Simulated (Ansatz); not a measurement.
`Fc1cc(-c2sc(-c3sc(S)cc3F)cc2F)sc1S`, relaxed as a singlet with RKS r2SCAN-D4/def2-SVP in Ansatz, starting from the GFN2-xTB geometry. Force threshold 0.03 eV/Å.

Start:

```xyz
25

F     3.6524    2.3784    4.2797
C     2.5539    2.1602    3.5333
C     2.4858    1.1672    2.5469
C     1.2645    1.1473    1.9187
C     0.8239    0.3025    0.8599
S    -0.7587    0.4650    0.1632
C    -0.4522   -0.8131   -0.9775
C    -1.4255   -1.1949   -1.9413
S    -1.0917   -2.4171   -3.1386
C    -2.6717   -2.2381   -3.8385
S    -3.1860   -3.1823   -5.2154
C    -3.4155   -1.2931   -3.1914
C    -2.7025   -0.7158   -2.1282
F    -3.2290    0.2352   -1.3457
C     0.8084   -1.3393   -0.8131
C     1.5094   -0.7097    0.2167
F     2.7603   -1.0650    0.5468
S     0.1987    2.3725    2.5674
C     1.4118    2.9049    3.6787
S     1.1162    4.2249    4.7890
H     3.3024    0.5087    2.3193
H    -2.0732   -3.9092   -5.3019
H    -4.4201   -1.0232   -3.4570
H     1.2075   -2.1402   -1.4079
H     2.3308    4.1742    5.3369
```

| step | energy (eV) | largest force component (eV/Å) | SCF passes |
| --- | --- | --- | --- |
| 1 | -74805.4501 | 0.587 | 25 |
| 2 | -74805.5253 | 0.226 | 22 |
| 3 | -74805.5334 | 0.056 | 22 |
| 4 | -74805.5338 | 0.042 | 22 |
| 5 | -74805.5344 | 0.016 | 23 |
| 6 | -74805.5349 | 0.019 | 22 |
| 7 | -74805.5359 | 0.101 | 21 |
| 8 | -74805.5367 | 0.215 | 21 |
| 9 | -74805.5384 | 0.247 | 22 |
| 10 | -74805.5402 | 0.483 | 21 |
| 11 | -74805.5525 | 0.068 | 22 |
| 12 | -74805.5550 | 0.068 | 21 |
| 13 (rejected) | -74805.5422 | 0.798 | 22 |
| 14 | -74805.5595 | 0.042 | 21 |
| 15 | -74805.5607 | 0.033 | 22 |
| 16 | -74805.5610 | 0.146 | 22 |
| 17 | -74805.5616 | 0.061 | 23 |
| 18 | -74805.5619 | 0.008 | 23 |
| 19 | -74805.5621 | 0.015 | 22 |

Force components are those of the run's own axes.

End:

```
atom    x (Å)    y (Å)    z (Å)
  F1   3.5933   2.3120   4.4244
  C2   2.5294   2.1334   3.6326
  C3   2.4956   1.1811   2.5927
  C4   1.2807   1.1947   1.9213
  C5   0.8601   0.3818   0.8153
  S6  -0.7198   0.5107   0.0870
  C7  -0.3694  -0.7425  -1.0847
  C8  -1.3443  -1.1390  -2.0601
  S9  -1.0180  -2.3711  -3.2546
 C10  -2.6361  -2.2805  -3.9016
 S11  -3.1226  -3.2020  -5.3124
 C12  -3.3842  -1.3148  -3.2579
 C13  -2.6441  -0.6840  -2.2343
 F14  -3.1631   0.2686  -1.4553
 C15   0.9175  -1.2351  -0.9109
 C16   1.5851  -0.6003   0.1501
 F17   2.8361  -0.9185   0.4941
 S18   0.2062   2.4044   2.6000
 C19   1.3799   2.8847   3.7835
 S20   1.0541   4.1443   4.9552
 H21   3.3235   0.5160   2.3515
 H22  -2.9070  -4.4370  -4.7951
 H23  -4.4223  -1.0806  -3.4962
 H24   1.3675  -2.0216  -1.5189
 H25   2.3019   4.0953   5.4742
```

By distances, no bond broke or formed. The bond that changes most is S11–H22, from 1.33 to 1.36 Å (atoms count from 1).

The force fell under the threshold at step 5, but the optimiser went on and released 0.028 eV more. No frequencies were taken in this run, so the end may be a saddle point.

It took 80 s on 2 threads of AMD EPYC 7R13 on a shared host and a share (18 GiB) of an NVIDIA H100 80GB HBM3, peak host memory 1 GiB.
